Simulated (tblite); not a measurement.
C₅H₁₃NSi.
Z-matrix (Å and degrees, GFN2-xTB geometry), rows numbered from 1:
```
C 
C   1  1.5178
C   2  1.5389  1  116.36
C   3  1.5389  2   90.11  1   128.32
N   4  1.4388  3  115.08  2   110.36
Si  5  1.7212  4  126.46  3   -46.55
C   2  1.5392  1  116.48  3   103.76
H   1  1.0881  2  110.47  3  -172.08
H   1  1.0883  2  110.40  3    67.98
H   1  1.0885  2  110.54  3   -51.98
H   2  1.0915  1  109.69  3  -128.12
H   3  1.0851  2  116.38  1  -113.63
H   3  1.0886  2  112.93  1    13.63
H   4  1.0949  3  113.64  2  -124.39
H   5  1.0092  4  110.85  3   165.87
H   6  1.4616  5  103.18  4  -176.42
H   6  1.4730  5  115.94  4   -57.20
H   6  1.4634  5  109.17  4    64.88
H   7  1.0886  2  113.26  1   -12.61
H   7  1.0877  2  115.82  1   114.77
```

Calculated harmonic vibrations of the isolated species, GFN2-xTB (tblite), most abundant isotopes, no scaling. The method is semi-empirical: single wavenumbers can be off by several per cent or more. Modes of hydrogen on silicon can be 10 to 20 % off. One conformer, not necessarily the lowest.

Harmonic wavenumbers (cm⁻¹): 30.1, 60.4, 142.9, 200.9, 212.8, 269.6, 373.5, 384.5, 461.2, 472.5, 584.8, 622.9, 681.1, 769.0, 779.7, 820.5, 833.6, 841.4, 904.9, 931.4, 963.8, 985.3, 996.8, 1053.8, 1055.6, 1137.8, 1154.0, 1195.2, 1212.7, 1225.1, 1238.6, 1252.8, 1263.3, 1307.8, 1333.6, 1368.3, 1409.2, 1461.5, 1472.9, 1499.4, 1502.5, 2159.2, 2247.1, 2267.7, 2911.5, 2962.8, 3002.1, 3005.9, 3013.7, 3025.2, 3026.8, 3032.3, 3045.3, 3440.1.

A = 4475, B = 1217, C = 1150 MHz; mass 115.082 u (most abundant isotopes); point group C1, symmetry number 1.

Question: What is the zero-point energy?

Answer: ½Σν̃ = 36804 cm⁻¹ = 105.23 kcal/mol.

Question: Give the ideal-gas entropy at 400 K and 1 bar in the rigid-rotor, harmonic-oscillator model (classical rotation).

Answer: Translation 41.62, rotation 29.21, vibration 35.63: S = 106.5 cal/(mol K).

Question: And Cp and H(400 K) − H(0)?

Answer: Cp = 47.26 cal/(mol K), of which vibrations give 39.31 (their classical limit is 54 R = 107.3); H(400 K) − H(0) = 10.61 kcal/mol without the zero-point energy, 7.44 from vibrations.

Question: Which modes carry the vibrational entropy at 400 K?

Answer: 30.1 cm⁻¹: 6.41; 60.4 cm⁻¹: 5.02; 142.9 cm⁻¹: 3.33; 200.9 cm⁻¹: 2.68; 212.8 cm⁻¹: 2.57; 269.6 cm⁻¹: 2.12 cal/(mol K); the other 48 give 13.50 together.

Question: Blend soft modes into free rotors: weight 1/[1 + (100 cm⁻¹/ν̃)⁴] for the oscillator and the rest for a rotor with moment μB/(μ + B), μ = h/(8π²ν), B = 10⁻⁴⁴ kg m². What vibrational entropy results?

Answer: 32.24 cal/(mol K) in place of 35.63, which changes −T·S at 400 K by +1.35 kcal/mol.

Question: What must be added to the electronic energy to get the Gibbs energy at 400 K and 1 bar?

Answer: ZPE + [H(400 K) − H(0)] − T·S = 105.23 + 10.61 − 42.58 = 73.26 kcal/mol.

Hindered rotation and anharmonicity are outside this model. Other conformers, if any are populated, would add a mixing term that is left out. The structure is chiral; the term R ln 2 for an equal mix with its mirror image is left out.
